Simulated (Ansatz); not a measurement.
A series at Si: from `C#C[Si](Cl)(C#C)C#C`, ligands are replaced one by one, each step taking up HCl and setting free `C#C`; n counts the steps. Ansatz, PBE0-D4/def2-TZVP geometries.

CBS adds triple-zeta CCSD(T) − MP2 to the MP2 limit, frozen cores; atoms without spin–orbit coupling. 

```tsv
n	molecule	atomization energy, CCSD(T)/CBS (kJ/mol)
0	`C#C[Si](Cl)(C#C)C#C`	5165.2
1	`C#C[Si](Cl)(Cl)C#C`	3985.8
2	`C#C[Si](Cl)(Cl)Cl`	?
3	`Cl[Si](Cl)(Cl)Cl`	1619.8
```

Question: By hand: fit a straight line y = ȳ + b (n − n̄) to the 3 given rows and predict n = 2.

Answer: n̄ = 1.333, ȳ = 3590.27; Σ(n − n̄)(y − ȳ) = -5515.87, Σ(n − n̄)² = 4.667, so b = -1181.89 kJ/mol a step. Prediction: 3590.27 + (-1181.89) × (0.667) = 2801.9 kJ/mol.

Question: By hand: compare with the computed value, 2804.4 kJ/mol, and give the steps along the whole series.

Answer: The line misses by 2.5 kJ/mol (computed minus predicted). Steps: -1179.4, -1181.4, -1184.6 kJ/mol.

The steps differ by at most 5.2 kJ/mol, 0.4 % of a mean step, so the ligands' effects nearly add and a line is close. The miss is 0.1 % of the series' range. The energies themselves are unsure by some kJ/mol a bond, though much of that is common to the series.
